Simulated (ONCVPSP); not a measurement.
# What one change does to a pseudopotential (Ta, ONCV)

| Property | Result |
| --- | --- |
| Element | tantalum (Ta) |
| Generator | ONCVPSP 4.0.1 |
| Type | optimised norm-conserving Vanderbilt (ONCV) |
| Functional | LDA (Perdew-Zunger) |
| Relativity | scalar-relativistic |
| Frozen core | [Kr] 4d10 4f14 |
| Valence charge | 13 |
| Reference configuration | 5s2 5p6 5d3.5 6s1.5 |
| Partial waves | 5s+6s: rc 2.10 bohr, ncon 5, nbas 8, qcut 7.3 1/bohr, 2 projectors; 5p: rc 1.45 bohr, ncon 5, nbas 10, qcut 4.9 1/bohr, 1 projector; 5d: rc 2.30 bohr, ncon 3, nbas 7, qcut 7.7 1/bohr, 2 projectors, debl 3.4 Ha; f scattering state at 0.1 Ha: rc 2.10 bohr, ncon 4, nbas 7, qcut 6.1 1/bohr, 2 projectors, debl 1.2 Ha |
| Local potential | polynomial inside 1.05 bohr (lpopt 5, dvloc0 4 Ha) |
| Core correction | polynomial model core, fcfact 0.25 |

Change: core correction none.

Cutoffs: the cutoffs (Ha) at which the residual kinetic energy of the hardest occupied pseudo-wave falls to 1 and 0.1 mHa per electron; they do not see the model core or the augmentation charge, which bear on the density cutoff. Errors are all-electron minus pseudo energies relative to the spin-unpolarised reference configuration.

Task: What does the change do?

Result: The potential gets neither clearly harder nor softer (133 Ha and 161 Ha → 133 Ha and 161 Ha); both files keep a bound ghost (f); of the 4 tests that both files solve, the error grows in 1 and shrinks in 3 by more than 15 % and 0.3 meV (median size 7.1 → 1.8 meV).

```csv
quantity,base,changed
"cutoff, loose",133 Ha,133 Ha
"cutoff, tight",161 Ha,161 Ha
bound ghosts,f,f
GHOST(+) flags under 300 eV,s at 82.5 eV,s at 82.5 eV
"error for 5s2 5p6 5d3 6s2, meV [ΔE -0.98 eV]",+0.5,+1.5
"error for 5s2 5p6 5d3 6s1, meV [ΔE 7.72 eV]",-2.1,-0.9
"error for 5s2 5p6 5d3 6s0, meV [ΔE 23.03 eV]",-12,-2.1
"error for 5s2 5p5 5d3 6s2, meV [ΔE 44.21 eV]",-140,-115
s: phases at 2.13 bohr within 0.05 rad from the reference energy up to (Ha; the scan ends near 5),2.9,2.9
p: phases at 1.47 bohr within 0.05 rad from the reference energy up to (Ha; the scan ends near 5),1.3,1.3
d: phases at 2.34 bohr within 0.05 rad from the reference energy up to (Ha; the scan ends near 5),to the end of the scan,to the end of the scan
f: phases at 2.13 bohr within 0.05 rad from the reference energy up to (Ha; the scan ends near 5),3.4,3.4
```

 A true bound ghost makes a file unfit for plane-wave use even where its test errors are small: the radial tests pick states by their node count and pass the ghost by.
